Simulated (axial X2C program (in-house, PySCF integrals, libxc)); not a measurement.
Which molecule has these constants?

All values come from calculations with an in-house all-electron X2C program for linear molecules (integrals from PySCF), spin-free (one-electron X2C) or two-component (2c: spin–orbit coupling with atomic mean-field Coulomb and Gaunt terms, which also bring small scalar terms), in Dyall basis sets with cores contracted in-house; open shells are unrestricted.

A two-component PBE0 calculation in a Dyall 3-zeta basis gave Re = 1.746 Å, ωe = 947.6 cm⁻¹, De = 3.67 eV, Ω = 1/2.

Question: Which molecule is it?
A. BBr⁺
B. BCl⁺
C. BF⁺

Answer: A. The others have BCl⁺ 1.599 Å and 1146.8 cm⁻¹ (Ω = 1/2); BF⁺ 1.211 Å and 1702.4 cm⁻¹ (Ω = 1/2).

Each entry is the lowest single determinant of a limited PBE0 search at one distance. De goes to single-determinant-based atoms at the same level (for ions the charge split of lowest energy) and is withheld (n/a) where an atom does not fit its ground term or J level. Main or longest-lived isotopes. Some light 2c atoms are not at their ground J level, so De misses part of their lowering (0.04 eV or less). The functionals have no current term, which raises determinants with orbital currents.
